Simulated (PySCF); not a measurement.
Compound: C6H5F3O.
Atom-mapped SMILES: `[O:1]=[C:2]1[CH:3]=[C:4]([C:5]([F:6])([F:7])[F:8])[CH2:9][CH2:10]1` (hydrogens: H11 on C3; H12, H13 on C9; H14, H15 on C10)

Computed geometry: GFN2-xTB, gas phase.

**Question.** What internal coordinates does the optimisation give?

**Answer.** 
```
               bond  length (pm)
              O1=C2        120.2
              C2–C3        148.0
              C3=C4        133.2
              C4–C5        149.7
C5–F6, C5–F7, C5–F8        134.2
              C4–C9        149.7
             C9–C10        152.9
             C2–C10        152.0
             C3–H11        107.5
     C9–H12, C9–H13        109.2
   C10–H14, C10–H15        109.0
```

Bonds in one row agree within 1 pm and their mean is given. A selection of angles:
```
    angle  degrees
 O1–C2–C3    126.8
O1–C2–C10    126.5
C3–C2–C10    106.7
 C2–C3–C4    109.8
 C3–C4–C5    126.5
 C3–C4–C9    113.7
 C5–C4–C9    119.8
 C4–C5–F6    111.7
 C4–C5–F8    113.2
 F6–C5–F7    106.1
 F6–C5–F8    106.9
C4–C9–C10    103.6
C2–C10–C9    106.1
```

Torsions: O1–C2–C3–C4 180° (antiperiplanar); C2–C3–C4–C5 180° (antiperiplanar); C3–C4–C5–F6 120° (anticlinal); C3–C4–C9–C10 0° (synperiplanar); C4–C9–C10–C2 0° (synperiplanar); O1–C2–C10–C9 180° (antiperiplanar).

The 6 C–C bonds span 1.332 Å (C3=C4, drawn double) to 1.529 Å (C9–C10, drawn single), a spread of 0.197 Å. Of the pairs four or more bonds apart, F8···H11 is among the closest relative to their van der Waals radii: 2.66 Å, 100 % of the sum of Bondi's values. The 5-membered ring C2–C3–C4–C9–C10 has internal angles of 103.6° to 113.7°; it is planar, 0.00 Å rms from its mean plane, widest ring torsion 0°.

Point group: Cs (every atom within 0.08 Å of its image). Stationary, but not proved a minimum.
